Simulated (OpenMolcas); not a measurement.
Cu3+, Ag3+, Au3+: d⁸ down the group

```yaml
Program: OpenMolcas 26.06
Method: CASSCF
Basis: ANO-R2
Scalar_Hamiltonian: X2C, finite nucleus
Spin-orbit_coupling: RASSI with atomic mean-field integrals over the reference wave functions, term energies averaged over their components
```

Active space for each ion: 8 electrons in 10 orbitals (d d).

Computed levels in cm-1 above ³F₄:

```
                               Level   Cu3+   Ag3+   Au3+
                                 ³F₃   1830   3978  12182
                                 ³P₁  23400  19437  26101
                                 ³P₀  23746  19732  22979
                                 ¹G₄  29710  23945  29341
                                 ¹S₀  70717  55340  62302
weight of ³F in the lowest level (%)    100     99     96
```

Measured, with the error of the calculation in %. Measured levels: Cu3+ from Sugar and Musgrove, J. Phys. Chem. Ref. Data 19, 527 (1990); Ag3+ from the list in Gamrath, thesis, University of Mons (2023); Au3+ from Zainab et al., Astrophys. J. Suppl. Ser. 267, 12 (2023).

```
Level           Cu3+           Ag3+           Au3+
  ³F₃    1861 (-1.7)    4172 (-4.7)   12294 (-0.9)
  ³P₁  20097 (+16.4)  15900 (+22.2)  21490 (+21.5)
  ³P₀  20423 (+16.3)  16092 (+22.6)  18185 (+26.4)
  ¹G₄  26913 (+10.4)  20570 (+16.4)  25702 (+14.2)
  ¹S₀  61456 (+15.1)  47139 (+17.4)  55278 (+12.7)
```

The fine-structure level ³F₃ changes by a factor of 6.66 from Cu3+ to Au3+.

Without spin-orbit coupling ³P lies 21559, 15444, 13875 cm-1 above ³F in that order; the difference to the level ³P₁, of either sign, comes from spin-orbit coupling, which also lowers the zero.

Without dynamic correlation excited terms often stand tens of per cent too high (terms of higher spin than the ground term too low), and those without a measured partner can miss by more than the paired ones. Active for correlation alone: 4d; no level in the range computed is led by a configuration that fills it, so any true level of that kind is missing (holds for Cu3+). Active for correlation alone: 5d; no level in the range computed is led by a configuration that fills it, so any true level of that kind is missing (holds for Ag3+). Active for correlation alone: 6d; no level in the range computed is led by a configuration that fills it, so any true level of that kind is missing (holds for Au3+). Computed and measured levels are paired by configuration, term and J; levels that our copy of the source lacks, or whose pairing is in doubt (as where it misses far off the trend of its configuration), stay unpaired and out of the deviations. Only configurations of the active space appear.
